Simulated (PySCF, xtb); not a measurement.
Cd(F)(SeH) (CdFHSe), SMILES [F][Cd][SeH]. The values are those of a single conformer.

Harmonic wavenumbers (cm⁻¹) from GFN2-xTB in xtb at its own minimum, in rising order: 83, 171, 216, 318, 523, 2028.

**Question.** What does B3LYP-D3(BJ)/def2-TZVP (PySCF) give at its own minimum? (Estimate from the structure and the level; the computed values follow.)

**Answer.** 96, 99, 234, 565, 602, 2394. Paired by order, the mean absolute difference is 132 cm⁻¹ and the zero-point energies are 4.8 and 5.7 kcal/mol.
